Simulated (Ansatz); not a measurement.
[GeCl3]- (GeCl3⁻). The state is a singlet with charge -1. Geometry relaxed at PBE0-D4/def2-SVPD.

Cartesian coordinates in Å:
```
Ge -0.698 0.133 0.494
Cl 0.283 1.922 -0.623
Cl -0.826 -1.323 -1.315
Cl 1.241 -0.732 1.445
```

(1) Estimate the harmonic wavenumbers at RKS PBE0-D4/def2-SVPD (Ansatz, unscaled). Is this a minimum?

## Answers

(1) 114, 114, 146, 292, 292, 331 cm⁻¹. Yes, no mode is imaginary beyond noise. Zero-point energy 7.7 kJ/mol. It took 91 s on 4 threads of Intel Xeon on a shared host.
